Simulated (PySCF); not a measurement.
**SnS at PBE0**

Level: PBE0. Sn cc-pVTZ-PP with ECP28, S cc-pV(T+d)Z; scalar-relativistic core potentials (PySCF 2.14).

| Property | Result |
| --- | --- |
| state | ¹Σ⁺ (singlet), closed shell |
| bond length | 2.208 Å |
| harmonic wavenumber | 503 cm⁻¹ |
| force constant | 3.77 mdyn/Å |
| rotational constant Be | 0.1370 cm⁻¹ |
| anharmonicity ωexe | 1.16 cm⁻¹ |
| vibration–rotation constant αe | 0.000455 cm⁻¹ |
| well depth De to Sn + S | 4.95 eV |
| dissociation energy D0 | 4.92 eV |
| HOMO–LUMO gap | 4.83 eV |
| bond order (Mayer) | 2.33 |
| dipole moment (positive dipole means Sn(−)S(+)) | -3.36 D |

These are scalar-relativistic numbers at best; spin–orbit coupling would shift them, the dissociation energy most.
